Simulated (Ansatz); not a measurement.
`CSC[SiH2]O` + `[SiH3]CS` → `O[SiH2]SC[SiH3]` + `CSC`  (ligand exchange at the Si–C bond)

Program: Ansatz. Geometries: PBE0-D4/def2-TZVP. ΔE: electronic, gas phase. CCSD(T)/CBS adds triple-zeta CCSD(T) − MP2 to the extrapolated MP2 energy (def2 sets, frozen cores). DFT in def2-TZVPP. B3LYP here is the variant with VWN-RPA as its local correlation; programs differ in this. Each species was taken in one conformer, which may not be the lowest.

```
             level  ΔE (kJ/mol)  difference from CCSD(T)/CBS
            PBE-D4        -59.0                         -0.4
         r2SCAN-D4        -60.4                         -1.8
           PBE0-D4        -59.8                         -1.2
          B3LYP-D4        -59.0                         -0.4
           ωB97X-V        -58.0                          0.6
           ωB97M-V        -57.2                          1.4
            B2PLYP        -59.3                         -0.7
               PBE        -59.1                         -0.5
            r2SCAN        -60.5                         -1.9
              PBE0        -59.8                         -1.2
             B3LYP        -59.0                         -0.4
     HF/def2-TZVPP        -62.5                         -3.9
    MP2/def2-TZVPP        -59.5                         -0.9
SCS-MP2/def2-TZVPP        -58.8                         -0.2
   CCSD/def2-TZVPP        -56.3                          2.3
CCSD(T)/def2-TZVPP        -56.2                          2.4
     HF/def2-QZVPP        -62.5                         -3.9
    MP2/def2-QZVPP        -60.9                         -2.3
SCS-MP2/def2-QZVPP        -60.2                         -1.6
      HF/CBS(def2)        -62.5                         -3.9
     MP2/CBS(def2)        -61.9                         -3.3
    CCSD/CBS(def2)        -58.6                          0.0
       CCSD(T)/CBS        -58.6                            0
```

Largest T1 diagnostic among the species: 0.012.
